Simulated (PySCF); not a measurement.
Species: C5H6FN.
Bonds: C1–N2, N2–C3 (aromatic), C3–C4 (aromatic), C4–C5 (aromatic), C5–C6 (aromatic), C6–F7, N2–C6 (aromatic). Hydrogens: H8, H9, H10 on C1; H11 on C3; H12 on C4; H13 on C5.

NICS is the negative of the GIAO shielding at a point without a nucleus: at the ring centre (0) and 1 Å above and below it (1); zz is the component along the ring normal. Level: GIAO PBE0/pcSseg-1 (PySCF, non-relativistic, gas phase) on the GFN2-xTB geometry, one conformer.

Ring bond lengths (Å), with Mayer bond orders in brackets: N2–C3 1.364 (1.10), C3–C4 1.366 (1.54), C4–C5 1.412 (1.31), C5–C6 1.363 (1.52), C6–N2 1.356 (1.15).

Task: Give the NICS values of each ring in ppm.

Result: 
```
          ring                                               type  NICS(0)  NICS(1), two faces  NICS(1)zz, two faces  rms pucker (Å)  centre to ring atoms, mean (Å)
N2–C3–C4–C5–C6  5-membered ring with N; formal bonds all aromatic    -15.1       -10.2 / -10.2         -26.4 / -26.5            0.00                            1.17
```

Task: What can be read from them?

Result: 
- N2–C3–C4–C5–C6: mean NICS(1)zz -26.4 ppm, shielded, aromatic by this magnetic criterion (flat ring, no four-coordinate atom).

Task: And the bond-length index? HOMA = 1 − mean of α(R − Ropt)² over the ring bonds, with Krygowski's 1993 parameters (CC: Ropt 1.388 Å, α 257.7 Å⁻²; CN: Ropt 1.334 Å, α 93.52 Å⁻²).

Result: 
- N2–C3–C4–C5–C6: HOMA 0.89; the largest term is that of C5–C6, α(R − Ropt)² = 0.16. The geometric and the magnetic index point the same way.

Task: At the second NICS(1) probe listed for ring N2–C3–C4–C5–C6, 1 Å off the ring, how large is the induced field along the normal in 11.7 T applied along it?

Result: NICSzz × B0 = -26.5 ppm × 11.7 T = -310 μT, against the applied field.

Task: What are the shieldings of the ring atoms and their hydrogens in the same run (means over atoms taken as equivalent)?

Result: 
```tsv
atoms	environment	σ isotropic (ppm)
N2	pyrrole-type nitrogen	109.4
C3	aromatic CH next to a ring nitrogen	72.5
C4	aromatic CH carbon	75.7
C5	aromatic CH carbon	96.1
C6	aromatic C–F carbon	32.4
H11	aromatic hydrogen	25.57
H12	aromatic hydrogen	25.45
H13	aromatic hydrogen	26.05
```

On Arm Neoverse V2, one thread, shared host with 192 logical CPUs at a one-minute load of 34, this took 15 s wall (grids of density and orbitals included) and 0.81 GiB of memory at its peak. This is the whole shielding run at PBE0/pcSseg-1, SCF included.
